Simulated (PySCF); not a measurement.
C₂H₅Cl₂Si, SMILES [Si](C)([CH2])(Cl)Cl, multiplicity 2. Atoms are numbered in the order given.

```xyz
10

C     -1.2631    -1.5129    -0.6633
Si     0.0501    -0.3488    -0.1047
C      1.7660    -1.0852    -0.1016
Cl    -0.4202     0.3125     1.8204
Cl     0.0255     1.3313    -1.3471
H     -1.0422    -2.5440    -0.9883
H     -2.3253    -1.2183    -0.6991
H      1.8063    -1.9602     0.5781
H      2.5074    -0.3378     0.2424
H      2.0442    -1.4125    -1.1237
```
Charge 0, spin multiplicity 2.

The structure is a stationary point at PBE-D3(BJ)/def2-SVP. The isomer is the one that the SMILES or the coordinates give; other isomers of the formula were not compared.

Two levels are set side by side: PBE/pcH-1 (PySCF) and B3LYP/pcH-1 (PySCF). Contact hyperfine couplings, same geometry. Differences are taken from unrounded values.

```json
[
 {"quantity": "A(iso) of 13C, atom C1 (MHz)", "B3LYP": "85.6", "PBE": "72.7", "PBE minus B3LYP": "-12.9"},
 {"quantity": "A(iso) of 29Si, atom Si2 (MHz)", "B3LYP": "44.4", "PBE": "41.9", "PBE minus B3LYP": "-2.5"},
 {"quantity": "A(iso) of 13C, atom C3 (MHz)", "B3LYP": "-2.4", "PBE": "-2.4", "PBE minus B3LYP": "-0.1"},
 {"quantity": "A(iso) of 35Cl, atom Cl4 (MHz)", "B3LYP": "7.1", "PBE": "6.3", "PBE minus B3LYP": "-0.8"},
 {"quantity": "A(iso) of 35Cl, atom Cl5 (MHz)", "B3LYP": "7.6", "PBE": "6.8", "PBE minus B3LYP": "-0.8"},
 {"quantity": "A(iso) of 1H, atom H6 (MHz)", "B3LYP": "-59.8", "PBE": "-57.6", "PBE minus B3LYP": "2.2"},
 {"quantity": "A(iso) of 1H, atom H7 (MHz)", "B3LYP": "-59.9", "PBE": "-58.1", "PBE minus B3LYP": "1.8"},
 {"quantity": "A(iso) of 1H, atom H8 (MHz)", "B3LYP": "2.1", "PBE": "2.2", "PBE minus B3LYP": "0.1"},
 {"quantity": "A(iso) of 1H, atom H9 (MHz)", "B3LYP": "-1.3", "PBE": "-1.5", "PBE minus B3LYP": "-0.1"},
 {"quantity": "A(iso) of 1H, atom H10 (MHz)", "B3LYP": "2.0", "PBE": "2.1", "PBE minus B3LYP": "0.1"}
]
```

Rough cost on one machine, each run with all the roots and properties that it gave: B3LYP against PBE within a factor of 2.
